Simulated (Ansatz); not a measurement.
The cluster Cd₅⁻. Charge -1, multiplicity 2. Geometry PBE/def2-SVPD, basis def2-TZVPD, Ansatz.

```xyz
5

Cd   -1.827   -1.640   -0.656
Cd    0.468    2.397    0.385
Cd    2.568    0.216    0.713
Cd    1.049   -2.345    0.065
Cd   -2.258    1.372   -0.507
```

```
run  HOMO (eV)  LUMO (eV)
  A       0.33       1.40
  B       0.63       1.05
  C      -1.07       2.97
  D       0.60       0.93
  E      -0.83       2.71
  F       0.79       0.90
```

In the def2 sets Cd takes a core potential; there is no spin–orbit coupling. LC-ωPBE has ω = 0.4 bohr⁻¹. HSE06 is defined as in plane-wave codes, on full-range PBE exchange. Another isomer (doublet) lies 0.19 eV lower at PBE0/def2-TZVPD; other spin states weren't run for this one.

HOMO and LUMO are taken over both spins.

Question: The runs used HSE06, LC-ωPBE, PBE, PBE0, r2SCAN, ωB97M-V. Estimate which is which.

Answer: A PBE0 (25 % exact exchange); B HSE06 (range-separated); C LC-ωPBE (range-separated); D r2SCAN (0 % exact exchange); E ωB97M-V (range-separated); F PBE (0 % exact exchange). Exact exchange lowers occupied and raises empty levels; among semilocal functionals meta-GGAs tend to open the gap a little, and such runs are hard to tell apart. The gap grows from 0.11 eV (PBE) to 4.04 eV (LC-ωPBE). At PBE0/def2-TZVPD, HSE06/def2-TZVPD, r2SCAN/def2-TZVPD, PBE/def2-TZVPD the highest occupied level of the charge -1 doublet lies above zero (up to 0.79 eV). The electron is either unbound and held by the finite basis, or the level is raised by self-interaction error.
